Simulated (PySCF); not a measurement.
# Atomic charges by several schemes

C₄H₂ClFS.
Z-matrix (Å and degrees, GFN2-xTB geometry), rows numbered from 1:
```
F 
C   1  1.3310
C   2  1.3537  1  126.58
C   3  1.4152  2  111.60  1  -179.99
C   4  1.3582  3  112.68  2    -0.00
Cl  5  1.7073  4  126.90  3   179.99
S   2  1.7333  1  119.61  3  -180.00
H   3  1.0738  2  123.92  1    -0.03
H   4  1.0738  3  123.81  2  -179.98
```

Density: PBE0/pcSseg-1 (PySCF); schemes: Mulliken, IAO, Hirshfeld and ESP-fitted. Geometry: GFN2-xTB; no solvent, vibrations or thermal averaging.

Q: For which atoms does the sign change between the 4 schemes (beyond +0.03 e in one, beyond −0.03 e in another)?

A: C4.

Q: Do the Mulliken, IAO, Hirshfeld and ESP-fitted schemes agree on where the charge is highest?

A: The schemes don't all agree: Mulliken S7 (+0.329); IAO S7 (+0.330); Hirshfeld S7 (+0.103); ESP-fitted H8 (+0.209).

Q: Give the atomic charges in each scheme.

A: In e:

```csv
atom,environment,Mulliken,IAO,Hirshfeld,ESP-fitted
F1,aryl fluorine,-0.244,-0.238,-0.071,-0.112
C2,aromatic C–F carbon,+0.136,+0.140,+0.056,+0.173
C3,aromatic CH carbon,-0.117,-0.230,-0.091,-0.303
C4,aromatic CH carbon,+0.071,-0.184,-0.078,-0.084
C5,aromatic C–Cl carbon,-0.365,-0.194,-0.029,-0.179
Cl6,aryl chlorine,-0.033,+0.019,-0.018,+0.012
S7,thiophene-type sulfur,+0.329,+0.330,+0.103,+0.111
H8,aromatic hydrogen,+0.118,+0.180,+0.065,+0.209
H9,aromatic hydrogen,+0.105,+0.178,+0.062,+0.174
```

Mean size of the charges over all atoms: IAO 0.188 e, Mulliken 0.169 e, ESP-fitted 0.151 e, Hirshfeld 0.064 e. Each set sums to the total charge, 0, to within 0.001 e. The IAO scheme projects the occupied orbitals on a minimal set of polarised atomic orbitals and counts the electrons in each atom's part of it.

Q: How many electrons does the ESP-fitted scheme count on S7?

A: Z − q = 16 − (+0.111) ≈ 15.890.

Q: How closely do the schemes follow one another over all atoms?

A: Correlation coefficient and root-mean-square difference: IAO with Hirshfeld 0.97, 0.138 e; IAO with ESP-fitted 0.89, 0.095 e; Hirshfeld with ESP-fitted 0.88, 0.114 e; Mulliken with IAO 0.84, 0.115 e; Mulliken with ESP-fitted 0.73, 0.139 e; Mulliken with Hirshfeld 0.72, 0.159 e.

Q: Sum the charges by element, for elements with more than one atom.

A: 
```
element  atoms  Mulliken     IAO  Hirshfeld  ESP-fitted
      C      4    -0.275  -0.467     -0.142      -0.393
      H      2    +0.223  +0.358     +0.127      +0.383
```
